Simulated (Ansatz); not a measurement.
Input for Ansatz (a quantum-chemistry and plane-wave program): R-B3LYP-D3(BJ)/def2-TZVP on B3H3O6 (SMILES OB1OB(O)OB(O)O1).

Ansatz 0.2 input:
```yaml
crystal:
  periodic: [false, false, false]
  atoms:
    - {symbol: O, position_ang: [-0.30850000, 2.45290000, 0.25190000]}
    - {symbol: B, position_ang: [-0.64680000, 1.05490000, -0.00500000]}
    - {symbol: O, position_ang: [-1.20940000, 0.25360000, 1.11010000]}
    - {symbol: B, position_ang: [-0.69200000, -1.12260000, 0.95050000]}
    - {symbol: O, position_ang: [-1.63080000, -2.16990000, 0.55220000]}
    - {symbol: O, position_ang: [0.74430000, -1.32820000, 0.66420000]}
    - {symbol: B, position_ang: [1.10980000, -0.36730000, -0.40590000]}
    - {symbol: O, position_ang: [2.44620000, 0.22260000, -0.37670000]}
    - {symbol: O, position_ang: [0.04050000, 0.36380000, -1.11330000]}
    - {symbol: H, position_ang: [-1.05650000, 2.96670000, -0.14470000]}
    - {symbol: H, position_ang: [-1.75230000, -2.04510000, -0.42300000]}
    - {symbol: H, position_ang: [2.95550000, -0.28150000, -1.06020000]}
basis:
  gaussian:
    orbitals: def2-TZVP
hamiltonian:
  xc: b3lyp
  dispersion: d3bj
relax: {f_tol: 0.004, max_steps: 120}
scf: {lower_state_search: off}
```

Output:

```
WARN ansatz: RAYON_NUM_THREADS=4 ignored (pool sized by the plan → 4); use --threads N
Functional definition: B3LYP
these checks for a lower state are left out or cut short: stability, starts, cluster_reference, orbital_swaps, neighbouring_geometries, increment
integrals: 0.30 GiB planned
1545 factors; their error is unknown
mean field: 2.38 GiB planned
mean field evaluation 1: about -14354.4772 eV, gradient 1.1e2 eV
mean field evaluation 2: about -14313.9018 eV, gradient 1.9e2 eV
mean field evaluation 4: about -14374.3146 eV, gradient 1.1e1 eV
mean field evaluation 8: about -14374.4974 eV, gradient 2.8e-1 eV
mean field evaluation 16: about -14374.5151 eV, gradient 3.5e-4 eV
mean field -14374.51508783 eV, -528.2536860814 hartree, gradient 3.5e-6 eV, S^2 0.000000; 0 other end points of the search recorded, 0 dependent functions left out
the calculation of the forces begins
reference -14374.51538548 eV, -528.2536970200 hartree; 33, 33 occupied and 264, 264 virtual orbitals, 1545 factors
relax step   1: F+E_penalty+E_count = -14374.95608948 eV  Δ(F+E_penalty+E_count) = +0.000e0 eV  max|allowed force component| = 3.355e0 eV/Å  Δτ_max = 0.0000 Å  (21 SCF iters, accepted)
these checks for a lower state are left out or cut short: stability, starts, cluster_reference, orbital_swaps, neighbouring_geometries, increment
integrals: 0.29 GiB planned
1545 factors; their error is unknown
mean field: 2.39 GiB planned
mean field evaluation 32: about -14376.1156 eV, gradient 2.5e-6 eV
mean field -14376.11555971 eV, -528.3125023381 hartree, gradient 2.7e-6 eV, S^2 0.000000; 0 other end points of the search recorded, 0 dependent functions left out
the calculation of the forces begins
reference -14376.11585327 eV, -528.3125131262 hartree; 33, 33 occupied and 264, 264 virtual orbitals, 1545 factors
relax step   2: F+E_penalty+E_count = -14376.55595380 eV  Δ(F+E_penalty+E_count) = -1.600e0 eV  max|allowed force component| = 2.171e0 eV/Å  Δτ_max = 0.1946 Å  (25 SCF iters, accepted)
these checks for a lower state are left out or cut short: stability, starts, cluster_reference, orbital_swaps, neighbouring_geometries, increment
integrals: 0.29 GiB planned
1545 factors; their error is unknown
mean field: 2.39 GiB planned
mean field -14376.88836265 eV, -528.3409023226 hartree, gradient 2.4e-6 eV, S^2 0.000000; 0 other end points of the search recorded, 0 dependent functions left out
the calculation of the forces begins
reference -14376.88865610 eV, -528.3409131065 hartree; 33, 33 occupied and 264, 264 virtual orbitals, 1545 factors
relax step   3: F+E_penalty+E_count = -14377.32241258 eV  Δ(F+E_penalty+E_count) = -7.665e-1 eV  max|allowed force component| = 1.243e0 eV/Å  Δτ_max = 0.1999 Å  (26 SCF iters, accepted)
these checks for a lower state are left out or cut short: stability, starts, cluster_reference, orbital_swaps, neighbouring_geometries, increment
integrals: 0.29 GiB planned
1545 factors; their error is unknown
mean field: 2.39 GiB planned
mean field -14377.34520732 eV, -528.3576910542 hartree, gradient 1.8e-6 eV, S^2 0.000000; 0 other end points of the search recorded, 0 dependent functions left out
the calculation of the forces begins
reference -14377.34549947 eV, -528.3577017907 hartree; 33, 33 occupied and 264, 264 virtual orbitals, 1545 factors
relax step   4: F+E_penalty+E_count = -14377.77741983 eV  Δ(F+E_penalty+E_count) = -4.550e-1 eV  max|allowed force component| = 6.904e-1 eV/Å  Δτ_max = 0.1948 Å  (26 SCF iters, accepted)
these checks for a lower state are left out or cut short: stability, starts, cluster_reference, orbital_swaps, neighbouring_geometries, increment
integrals: 0.29 GiB planned
1545 factors; their error is unknown
mean field: 2.38 GiB planned
mean field -14377.70615326 eV, -528.3709555729 hartree, gradient 1.8e-6 eV, S^2 0.000000; 0 other end points of the search recorded, 0 dependent functions left out
the calculation of the forces begins
reference -14377.70644642 eV, -528.3709663465 hartree; 33, 33 occupied and 264, 264 virtual orbitals, 1545 factors
relax step   5: F+E_penalty+E_count = -14378.13375226 eV  Δ(F+E_penalty+E_count) = -3.563e-1 eV  max|allowed force component| = 7.950e-1 eV/Å  Δτ_max = 0.1999 Å  (26 SCF iters, accepted)
these checks for a lower state are left out or cut short: stability, starts, cluster_reference, orbital_swaps, neighbouring_geometries, increment
integrals: 0.29 GiB planned
1545 factors; their error is unknown
mean field: 2.36 GiB planned
mean field evaluation 64: about -14378.1045 eV, gradient 9.1e-7 eV
mean field -14378.10449532 eV, -528.3855943738 hartree, gradient 1.4e-6 eV, S^2 0.000000; 0 other end points of the search recorded, 0 dependent functions left out
the calculation of the forces begins
reference -14378.10479082 eV, -528.3856052333 hartree; 33, 33 occupied and 264, 264 virtual orbitals, 1545 factors
relax step   6: F+E_penalty+E_count = -14378.52864159 eV  Δ(F+E_penalty+E_count) = -3.949e-1 eV  max|allowed force component| = 9.749e-1 eV/Å  Δτ_max = 0.2000 Å  (25 SCF iters, accepted)
these checks for a lower state are left out or cut short: stability, starts, cluster_reference, orbital_swaps, neighbouring_geometries, increment
integrals: 0.29 GiB planned
1545 factors; their error is unknown
mean field: 2.37 GiB planned
mean field -14378.31037003 eV, -528.3931601298 hartree, gradient 1.7e-6 eV, S^2 0.000000; 0 other end points of the search recorded, 0 dependent functions left out
the calculation of the forces begins
reference -14378.31066637 eV, -528.3931710202 hartree; 33, 33 occupied and 264, 264 virtual orbitals, 1545 factors
relax step   7: F+E_penalty+E_count = -14378.73165939 eV  Δ(F+E_penalty+E_count) = -2.030e-1 eV  max|allowed force component| = 2.008e0 eV/Å  Δτ_max = 0.1966 Å  (25 SCF iters, accepted)
these checks for a lower state are left out or cut short: stability, starts, cluster_reference, orbital_swaps, neighbouring_geometries, increment
integrals: 0.29 GiB planned
1545 factors; their error is unknown
mean field: 2.36 GiB planned
mean field -14378.65922196 eV, -528.4059802017 hartree, gradient 1.6e-6 eV, S^2 0.000000; 0 other end points of the search recorded, 0 dependent functions left out
the calculation of the forces begins
reference -14378.65951543 eV, -528.4059909866 hartree; 33, 33 occupied and 264, 264 virtual orbitals, 1545 factors
relax step   8: F+E_penalty+E_count = -14379.08154518 eV  Δ(F+E_penalty+E_count) = -3.499e-1 eV  max|allowed force component| = 4.226e-1 eV/Å  Δτ_max = 0.2000 Å  (26 SCF iters, accepted)
these checks for a lower state are left out or cut short: stability, starts, cluster_reference, orbital_swaps, neighbouring_geometries, increment
integrals: 0.29 GiB planned
1545 factors; their error is unknown
mean field: 2.36 GiB planned
mean field -14378.77836506 eV, -528.4103586300 hartree, gradient 1.5e-6 eV, S^2 0.000000; 0 other end points of the search recorded, 0 dependent functions left out
the calculation of the forces begins
reference -14378.77865749 eV, -528.4103693766 hartree; 33, 33 occupied and 264, 264 virtual orbitals, 1545 factors
relax step   9: F+E_penalty+E_count = -14379.20100045 eV  Δ(F+E_penalty+E_count) = -1.195e-1 eV  max|allowed force component| = 4.984e-1 eV/Å  Δτ_max = 0.2000 Å  (26 SCF iters, accepted)
these checks for a lower state are left out or cut short: stability, starts, cluster_reference, orbital_swaps, neighbouring_geometries, increment
integrals: 0.29 GiB planned
1545 factors; their error is unknown
mean field: 2.37 GiB planned
mean field evaluation 96: about -14378.8982 eV, gradient 1.2e-6 eV
mean field -14378.89824645 eV, -528.4147641897 hartree, gradient 1.6e-6 eV, S^2 0.000000; 0 other end points of the search recorded, 0 dependent functions left out
the calculation of the forces begins
reference -14378.89853736 eV, -528.4147748805 hartree; 33, 33 occupied and 264, 264 virtual orbitals, 1545 factors
relax step  10: F+E_penalty+E_count = -14379.32189219 eV  Δ(F+E_penalty+E_count) = -1.209e-1 eV  max|allowed force component| = 8.840e-1 eV/Å  Δτ_max = 0.2000 Å  (26 SCF iters, accepted)
these checks for a lower state are left out or cut short: stability, starts, cluster_reference, orbital_swaps, neighbouring_geometries, increment
integrals: 0.29 GiB planned
1545 factors; their error is unknown
mean field: 2.37 GiB planned
mean field -14379.03523837 eV, -528.4197985500 hartree, gradient 2.2e-6 eV, S^2 0.000000; 0 other end points of the search recorded, 0 dependent functions left out
the calculation of the forces begins
reference -14379.03552788 eV, -528.4198091892 hartree; 33, 33 occupied and 264, 264 virtual orbitals, 1545 factors
relax step  11: F+E_penalty+E_count = -14379.45928905 eV  Δ(F+E_penalty+E_count) = -1.374e-1 eV  max|allowed force component| = 5.512e-1 eV/Å  Δτ_max = 0.2000 Å  (20 SCF iters, accepted)
these checks for a lower state are left out or cut short: stability, starts, cluster_reference, orbital_swaps, neighbouring_geometries, increment
integrals: 0.29 GiB planned
1545 factors; their error is unknown
mean field: 2.37 GiB planned
mean field -14379.10744362 eV, -528.4224520441 hartree, gradient 2.4e-6 eV, S^2 0.000000; 0 other end points of the search recorded, 0 dependent functions left out
the calculation of the forces begins
reference -14379.10773225 eV, -528.4224626510 hartree; 33, 33 occupied and 264, 264 virtual orbitals, 1545 factors
relax step  12: F+E_penalty+E_count = -14379.53163454 eV  Δ(F+E_penalty+E_count) = -7.235e-2 eV  max|allowed force component| = 1.731e-1 eV/Å  Δτ_max = 0.2000 Å  (19 SCF iters, accepted)
these checks for a lower state are left out or cut short: stability, starts, cluster_reference, orbital_swaps, neighbouring_geometries, increment
integrals: 0.29 GiB planned
1545 factors; their error is unknown
mean field: 2.37 GiB planned
mean field -14379.11194208 eV, -528.4226173592 hartree, gradient 2.8e-6 eV, S^2 0.000000; 0 other end points of the search recorded, 0 dependent functions left out
the calculation of the forces begins
reference -14379.11223024 eV, -528.4226279491 hartree; 33, 33 occupied and 264, 264 virtual orbitals, 1545 factors
relax step  13: F+E_penalty+E_count = -14379.53618202 eV  Δ(F+E_penalty+E_count) = -4.547e-3 eV  max|allowed force component| = 1.622e-1 eV/Å  Δτ_max = 0.1089 Å  (20 SCF iters, accepted)
these checks for a lower state are left out or cut short: stability, starts, cluster_reference, orbital_swaps, neighbouring_geometries, increment
integrals: 0.29 GiB planned
1545 factors; their error is unknown
mean field: 2.37 GiB planned
mean field -14379.11385769 eV, -528.4226877568 hartree, gradient 1.6e-6 eV, S^2 0.000000; 0 other end points of the search recorded, 0 dependent functions left out
the calculation of the forces begins
reference -14379.11414582 eV, -528.4226983454 hartree; 33, 33 occupied and 264, 264 virtual orbitals, 1545 factors
relax step  14: F+E_penalty+E_count = -14379.53809242 eV  Δ(F+E_penalty+E_count) = -1.910e-3 eV  max|allowed force component| = 4.942e-3 eV/Å  Δτ_max = 0.0199 Å  (21 SCF iters, accepted)
these checks for a lower state are left out or cut short: stability, starts, cluster_reference, orbital_swaps, neighbouring_geometries, increment
integrals: 0.29 GiB planned
1545 factors; their error is unknown
mean field: 2.36 GiB planned
mean field evaluation 128: about -14379.1137 eV, gradient 4.0e-1 eV
mean field -14379.11387332 eV, -528.4226883310 hartree, gradient 1.7e-6 eV, S^2 0.000000; 0 other end points of the search recorded, 0 dependent functions left out
the calculation of the forces begins
reference -14379.11416145 eV, -528.4226989197 hartree; 33, 33 occupied and 264, 264 virtual orbitals, 1545 factors
relax step  15: F+E_penalty+E_count = -14379.53809758 eV  Δ(F+E_penalty+E_count) = -5.162e-6 eV  max|allowed force component| = 4.220e-4 eV/Å  Δτ_max = 0.0021 Å  (23 SCF iters, accepted)
Total energy: -14379.53838571 eV, -528.4382888737 hartree
Atom 0 at    -1.051681     2.525829     0.170201 Å, force     0.000048     0.000136    -0.000049 eV/Å
Atom 1 at    -0.583228     1.256632     0.103609 Å, force    -0.000381    -0.000064     0.000110 eV/Å
Atom 2 at    -1.416642     0.218545     0.436530 Å, force     0.000327     0.000056     0.000085 eV/Å
Atom 3 at    -0.967071    -1.080042     0.378379 Å, force    -0.000422    -0.000108     0.000192 eV/Å
Atom 4 at    -1.812290    -2.083253     0.713192 Å, force     0.000088    -0.000038     0.000021 eV/Å
Atom 5 at     0.333217    -1.343516    -0.018380 Å, force     0.000306     0.000088    -0.000194 eV/Å
Atom 6 at     1.175722    -0.310201    -0.354236 Å, force    -0.000289     0.000010     0.000246 eV/Å
Atom 7 at     2.442834    -0.597741    -0.739047 Å, force     0.000004     0.000083    -0.000065 eV/Å
Atom 8 at     0.720876     0.996071    -0.294658 Å, force     0.000327    -0.000072    -0.000116 eV/Å
Atom 9 at    -0.394024     3.181300    -0.081743 Å, force     0.000031    -0.000069    -0.000123 eV/Å
Atom 10 at    -1.403251    -2.951422     0.639931 Å, force    -0.000027    -0.000005    -0.000150 eV/Å
Atom 11 at     2.955539     0.187699    -0.953680 Å, force    -0.000013    -0.000017     0.000041 eV/Å
Dipole moment:     0.532866     0.193330    -0.182166 e Å
Checks for a lower state left out: stability, starts, cluster_reference, orbital_swaps, neighbouring_geometries, increment
```

The calculation finished and met its thresholds.

Cost: about 2.6 core-minutes (a rough figure).
